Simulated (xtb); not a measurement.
Br$_{2}$Si, charge -1, doublet, geometry from GFN2-xTB (a state made from the parent by changing its charge; the spin is typed, not shown lowest); GFN2-xTB (xtb).

Input for xtb:
```
$ xtb mol.xyz --gfn 2 --chrg -1 --uhf 1 --acc 0.1 --json

# file mol.xyz
3

Si    -0.02533964    -0.00465700     1.31997514
Br     1.11399650    -1.69753432    -0.24869921
Br    -1.10386065     1.69939712    -0.27929084
```

### Question
Write the output that xtb gives for this input, abridged.

### Answer

```
   ID    Z sym.   atoms
    1   14 Si     1
    2   35 Br     2, 3

           -------------------------------------------------
          |                Calculation Setup                |
           -------------------------------------------------

           -------------------------------------------------
          |                 G F N 2 - x T B                 |
           -------------------------------------------------

          ...................................................
          :                      SETUP                      :
          :.................................................:
          :  # basis functions                  30          :
          :  # atomic orbitals                  27          :
          :  # shells                            9          :
          :  # electrons                        19          :
          :  max. iterations                   250          :
          :  Hamiltonian                  GFN2-xTB          :
          :  restarted?                      false          :
          :  GBSA solvation                  false          :
          :  PC potential                    false          :
          :  electronic temp.          300.0000000     K    :
          :  accuracy                    0.1000000          :
          :  -> integral cutoff          0.3500000E+02      :
          :  -> integral neglect         0.1000000E-08      :
          :  -> SCF convergence          0.1000000E-06 Eh   :
          :  -> wf. convergence          0.1000000E-04 e    :
          :  Broyden damping             0.4000000          :
          :  net charge                         -1          :
          :  unpaired electrons                  1          :
          ...................................................

 iter      E             dE          RMSdq      gap      omega  full diag
   1    -10.1386379 -0.101386E+02  0.956E+00    1.28       0.0  T
   2    -10.1384120  0.225885E-03  0.741E+00    1.38       1.0  T
   3    -10.0738720  0.645401E-01  0.878E+00    2.06       1.0  T
   4    -10.1403063 -0.664343E-01  0.724E-01    1.68       1.0  T
   5    -10.1403401 -0.337598E-04  0.260E-01    1.68       1.0  T
   6    -10.1403286  0.114384E-04  0.227E-01    1.67       1.0  T
   7    -10.1403446 -0.160104E-04  0.464E-02    1.67       1.2  T
   8    -10.1403438  0.806356E-06  0.923E-02    1.68       1.0  T
   9    -10.1403401  0.373290E-05  0.806E-02    1.68       1.0  T
  10    -10.1403458 -0.566816E-05  0.354E-02    1.68       1.6  T
  11    -10.1403475 -0.172009E-05  0.479E-03    1.67      12.0  T
  12    -10.1403475  0.194270E-07  0.627E-03    1.67       9.2  T
  13    -10.1403475 -0.110394E-07  0.228E-03    1.67      25.4  T
  14    -10.1403475 -0.932248E-08  0.231E-04    1.67     250.1  T
  15    -10.1403475  0.554898E-10  0.278E-04    1.67     207.4  T
  16    -10.1403475 -0.619966E-10  0.873E-05    1.67     661.5  T
  17    -10.1403475 -0.782663E-11  0.934E-07    1.67   61821.6  T

   *** convergence criteria satisfied after 17 iterations ***

         :::::::::::::::::::::::::::::::::::::::::::::::::::::
         ::                     SUMMARY                     ::
         :::::::::::::::::::::::::::::::::::::::::::::::::::::
         :: total energy             -10.139449261938 Eh    ::
         :: gradient norm              0.000001250439 Eh/a0 ::
         :: HOMO-LUMO gap              1.673442079583 eV    ::
         ::.................................................::
         :: SCC energy               -10.140347407652 Eh    ::
         :: -> isotropic ES            0.149139936251 Eh    ::
         :: -> anisotropic ES         -0.008616701365 Eh    ::
         :: -> anisotropic XC         -0.005940178013 Eh    ::
         :: -> dispersion             -0.002709378136 Eh    ::
         :: repulsion energy           0.000898145714 Eh    ::
         :: add. restraining           0.000000000000 Eh    ::
         :: total charge              -1.000000000000 e     ::
         :::::::::::::::::::::::::::::::::::::::::::::::::::::

           -------------------------------------------------
          |                Property Printout                |
           -------------------------------------------------

    * Orbital Energies and Occupations

         #    Occupation            Energy/Eh            Energy/eV
      -------------------------------------------------------------
         1        2.0000           -0.6323229             -17.2064
         2        2.0000           -0.6317761             -17.1915
         3        2.0000           -0.4058482             -11.0437
         4        2.0000           -0.2213976              -6.0245
         5        2.0000           -0.2080807              -5.6622
         6        2.0000           -0.2074118              -5.6440
         7        2.0000           -0.2055723              -5.5939
         8        2.0000           -0.2034401              -5.5359
         9        2.0000           -0.1835437              -4.9945
        10        1.0000           -0.1021727              -2.7803 (HOMO)
        11                         -0.0406748              -1.1068 (LUMO)
        12                         -0.0378425              -1.0297
        13                          0.1164931               3.1699
        14                          0.1326718               3.6102
        15                          0.1394900               3.7957
        16                          0.1897413               5.1631
        17                          0.2386692               6.4945
        18                          0.2665799               7.2540
        19                          0.2667774               7.2594
        20                          0.2672471               7.2722
        21                          0.2680104               7.2929
       ...                                ...                  ...
        27                          0.5211246              14.1805
      -------------------------------------------------------------
                  HL-Gap            0.0614979 Eh            1.6734 eV
             Fermi-level           -0.1071410 Eh           -2.9155 eV

     #   Z          covCN         q      C6AA      α(0)
     1  14 Si       1.479     0.320   195.549    29.861
     2  35 Br       0.740    -0.660   203.522    22.999
     3  35 Br       0.740    -0.660   203.522    22.999

 Mol. C6AA /au·bohr⁶  :       1778.613423
 Mol. C8AA /au·bohr⁸  :     117174.555004
 Mol. α(0) /au        :         75.859629

Wiberg/Mayer (AO) data.
largest (>0.10) Wiberg bond orders for each atom

 ---------------------------------------------------------------------------
     #   Z sym  total        # sym  WBO       # sym  WBO       # sym  WBO
 ---------------------------------------------------------------------------
     1  14 Si   1.400 --     2 Br   0.700     3 Br   0.700
     2  35 Br   0.716 --     1 Si   0.700
     3  35 Br   0.716 --     1 Si   0.700
 ---------------------------------------------------------------------------

Topologies differ in total number of bonds
Writing topology from bond orders to xtbtopo.mol

molecular dipole:
                 x           y           z       tot (Debye)
 q only:       -0.028      -0.005       1.455
   full:       -0.019      -0.003       0.964       2.452
molecular quadrupole (traceless):
                xx          xy          yy          xz          yz          zz
 q only:        0.173      13.313     -11.526      -0.168       0.175      11.353
  q+dip:        2.117      16.447     -12.335      -0.097       0.236      10.217
   full:        1.362      14.944     -11.770      -0.121       0.209      10.407

           -------------------------------------------------
          | TOTAL ENERGY              -10.139449261938 Eh   |
          | GRADIENT NORM               0.000001250439 Eh/α |
          | HOMO-LUMO GAP               1.673442079583 eV   |
           -------------------------------------------------

normal termination of xtb
```
